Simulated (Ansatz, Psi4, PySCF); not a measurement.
vanadium atom (V), quartet. Base run: B3LYP5/6-31G* in PySCF.

Here is a job for PySCF.
```python
from pyscf import gto, scf, dft

mol = gto.M(
    atom='''
V     0.000000    0.000000    0.000000
''',
    basis='6-31g*',
    charge=0,
    spin=3,
    verbose=4,
)

mf = dft.UKS(mol)
mf.xc = 'b3lyp5'
mf.kernel()
```

The same geometry, method and basis name were run in Ansatz (a quantum-chemistry and plane-wave program) and Psi4 and PySCF, at each program's defaults and at the settings that a row names. The base is PySCF at its defaults. Differences at the defaults can come from grids, fitting, cores and function types together.

```
code and settings                                                                             ΔE vs base (mEh)  basis functions      E (Eh)  SCF cycles
--------------------------------------------------------------------------------------------  ----------------  ---------------  ----------  ----------
PySCF, defaults (exact integrals, its default grid, spherical functions)                                 0.000               34  -943.73158          45
Psi4, defaults (density fitting with its default set, its default grid, Cartesian functions)            -5.354               39  -943.73693          15
Ansatz, defaults (factorised integrals, its default grid, Cartesian functions)                          -3.465               36  -943.73504           -
PySCF, density fitting with def2-universal-jkfit                                                        -0.003               34  -943.73158          38
PySCF, fine grid                                                                                         0.022               34  -943.73155          15
Psi4, exact integrals, spherical functions, fine grid                                                    0.023               34  -943.73155          14
Ansatz, high accuracy, Cartesian functions as the basis file defines them                               -3.465               36  -943.73504           -
```

Open shells are given as the SCF converged; they aren't shown to be the lowest states, and a large step between rows can be another state.
